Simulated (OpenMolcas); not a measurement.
## Tc4+: moving or changing the point charges

Tc4+ among 6 point charges of -1.5 e arranged as an octahedron (Oh), 2.03 Å from the ion.
```
   2.0300    0.0000    0.0000  -1.50
   0.0000    2.0300    0.0000  -1.50
  -2.0300    0.0000    0.0000  -1.50
   0.0000   -2.0300    0.0000  -1.50
   0.0000    0.0000    2.0300  -1.50
   0.0000    0.0000   -2.0300  -1.50
```

```json
{
 "Program": "OpenMolcas 26.06",
 "Method": "CASSCF",
 "Basis": "ANO-RCC-VTZP [7s6p4d2f1g]",
 "Scalar Hamiltonian": "DKH2, point nucleus",
 "Active space": "3 electrons in 5 orbitals (4d)",
 "State averaging": "2S+1 = 4 even, 10 roots; 2S+1 = 2 even, 40 roots",
 "Spin-orbit coupling": "state interaction with AMFI integrals over the reference wave functions"
}
```

Runs around this geometry, states (labels of O, the rotations of Oh). Energies in cm-1 above the lowest state or level, χT in cm3 K/mol; 10Dq and B are least-squares fits to the states below 45000 cm-1, weighted by degeneracy, with a free offset, and given where the rms deviation is under 5 % of |10Dq| (or 100 cm-1) and under 700 cm-1.

| R (Å) | q (e) | Ground state | First state of that spin | 10Dq | B (rms of fit) | First gap with spin-orbit (degeneracies) | χT at 300 K | First state of another spin |
| --- | --- | --- | --- | --- | --- | --- | --- | --- |
| 2.03 | -0.75 | 4A2 | 4T2 3272 | 3381 | 902 (57) | 3165 (4, 4) | 0.770 | 2E 16318 |
| 1.94 | -1.5 | 4A2 | 4T2 7995 | 8257 | 894 (108) | 7781 (4, 2) | 1.311 | 2E 16812 |
| 2.03 | -1.5 | 4A2 | 4T2 6439 | 6654 | 901 (99) | 6269 (4, 2) | 1.196 | 2E 16719 |
| 2.18 | -1.5 | 4A2 | 4T2 4567 | 4723 | 902 (78) | 4456 (4, 4) | 0.987 | 2E 16537 |

Taking |10Dq| as R^-n, n = -ln(4723 / 8257) / ln(2.18 / 1.94) = 4.8 between the shortest and longest distance. The point-charge formula for a cubic d site gives n = 5.

Scaling the charges by -0.75 / -1.5 = 0.50 scales |10Dq| by 3381 / 6654 = 0.51; with fixed orbitals a first-order splitting would follow the charge.

Without dynamic correlation the repulsion within the d shell is too large (B by tens of per cent), so at a given field states of lower spin stand too high. This field is weak: 10Dq is about 3381 cm-1, while octahedral complexes of 4d ions of charge 3 and more, computed by the same method with explicit ligands, had a median near 25000 cm-1. Ground spin and moment need not be those of a real site (figures for R = 2.03, q = -0.75; the like holds for R = 1.94, q = -1.5, R = 2.03, q = -1.5, R = 2.18, q = -1.5). Point charges carry no covalency, so the field is a model and not that of real ligands. No measured value stands beside these numbers.
